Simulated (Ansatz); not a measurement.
Species: Ge$_{2}$, charge 0, triplet. Ge2 (SMILES [Ge]=[Ge], triplet).
B3LYP-D3(BJ)/def2-TZVP minimum from Ansatz (a program for electronic structure):
```
Ge
Ge 1 2.4067
```
Charge 0, spin multiplicity 3.

Total energies in cc-pVQZ, 8 correlated electrons, 28 frozen orbitals. UHF or UKS for unpaired electrons; spin-orbit terms are left out. Cores are frozen in correlated methods (noble-gas shells, and filled d and f shells in the p block). No relativity.

```
method    program  energy (Eh)  minus CCSDT(Q) (mEh)
--------  -------  -----------  --------------------
HF         Ansatz  -4150.77625                192.63
MP2        Ansatz  -4150.93243                 36.45
CCSD       Ansatz  -4150.95588                 13.00
CCSD(T)    Ansatz  -4150.96664                  2.24
CCSDT(Q)   Ansatz  -4150.96888                  0.00
```

Rough core times of Ansatz's runs on a shared machine: CCSD(T) 3 min, CCSDT(Q) 10 min.
